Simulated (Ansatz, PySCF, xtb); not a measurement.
Two conformers of C2H6OSi (SMILES CO[Si]C), B3LYP-D3(BJ)/def2-TZVP minima.
Conformer 1 (charge 0, multiplicity 1):
```xyz
10

C      1.99166    -0.17294     0.46597
O      0.58017    -0.05395     0.57191
Si    -0.44649     0.05384    -0.72793
C     -2.06321     0.17799     0.26208
H      2.46051     0.66945     0.97710
H      2.30943    -1.09802     0.94966
H      2.32066    -0.18486    -0.57838
H     -2.18122    -0.70222     0.90291
H     -2.93714     0.25801    -0.38720
H     -2.03437     1.05270     0.92054
```
Conformer 2 (charge 0, multiplicity 1):
```xyz
10

C     -1.532     0.061     0.432
O     -0.963    -1.034    -0.268
Si     0.559    -1.404    -0.789
C      1.592     0.106    -0.214
H     -1.987    -0.306     1.353
H     -0.790     0.822     0.679
H     -2.311     0.510    -0.187
H      1.563     0.231     0.874
H      2.636    -0.025    -0.507
H      1.234     1.040    -0.660
```

No zero-point or thermal terms.

Run with Ansatz (Gaussian basis) for Hartree–Fock, density functionals and correlated methods; PySCF for the dispersion terms; xtb for the GFN methods. 

### Question
One of these levels gives 1.69 kcal/mol for the electronic energy of conformer 2 less that of conformer 1. Which?
(A) GFN1-xTB
(B) r2SCAN-D3(BJ)/def2-TZVPP
(C) revPBE/def2-TZVPP

### Answer
C, revPBE/def2-TZVPP. The others give -3.49 (GFN1-xTB), 1.39 (r2SCAN-D3(BJ)/def2-TZVPP)

Ansatz is a program for electronic structure.
